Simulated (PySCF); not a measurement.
C₃H₄BF₃, SMILES C/C(=C\B(F)F)F. Geometry optimised at PBE0-D3(BJ)/def2-SVP. The structure was generated by enumeration; whether it is a known compound was not checked. Other conformers were not sampled.

### Question
Give the equilibrium geometry at PBE0-D3(BJ)/def2-SVP (PySCF confirms it by a frequency run) as bond lengths and angles, and its point group. (The exact figures need the calculation; the answer reports its results.)

### Answer
One answer among several that fit: point group Cs.
Atoms: C1 C2 F3 C4 B5 F6 F7 H8 H9 H10 H11. Bond lengths (Å): C1–C2 1.482, C1–H8 1.102, C1–H9 1.102, C1–H10 1.094, C2–F3 1.333, C2–C4 1.344, C4–B5 1.533, C4–H11 1.094, B5–F6 1.323, B5–F7 1.329. Angles (°): C2–C1–H8 109.4, C2–C1–H9 109.4, C2–C1–H10 111.8, H8–C1–H9 106.9, H8–C1–H10 109.7, H9–C1–H10 109.7, C1–C2–F3 111.4, C1–C2–C4 130.1, F3–C2–C4 118.6, C2–C4–B5 126.0, C2–C4–H11 115.5, B5–C4–H11 118.4, C4–B5–F6 120.4, C4–B5–F7 123.8, F6–B5–F7 115.8.
Charge 0, spin multiplicity 1.
